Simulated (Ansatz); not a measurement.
Reaction (formal exchange of groups at a Ge–Ge bond): `[Cl][GeH]([Cl])[GeH3]` + `C=[CH][AlH2]` → `C=[C]([AlH2])[GeH3]` + `[Cl][GeH2][Cl]`

Program: Ansatz. Geometries: PBE0-D4/def2-TZVP. ΔE: electronic, gas phase. CBS: MP2 limit from def2 TZ/QZ plus the TZ coupled-cluster correction, frozen cores. DFT in def2-TZVPP. For Ge outer-core shells are correlated without core-valence functions, which leaves a few kJ/mol of doubt a bond. Scalar relativity is left out up to krypton.

```json
{"species": "`[Cl][GeH]([Cl])[GeH3]`", "r2SCAN energy (Eh)": "-5076.85516"}
{"species": "`C=[CH][AlH2]`", "r2SCAN energy (Eh)": "-321.55706"}
{"species": "`C=[C]([AlH2])[GeH3]`", "r2SCAN energy (Eh)": "-2399.74864"}
{"species": "`[Cl][GeH2][Cl]`", "r2SCAN energy (Eh)": "-2998.64528"}
```

Problem. Work out ΔE.

Solution. ΔE = (-2399.74864) + (-2998.64528) − (-5076.85516) − (-321.55706) = 0.01830 Eh = +11.5 kcal/mol. CCSD(T)/CBS gives +10.1 kcal/mol.

Largest T1 diagnostic among the species: 0.012.
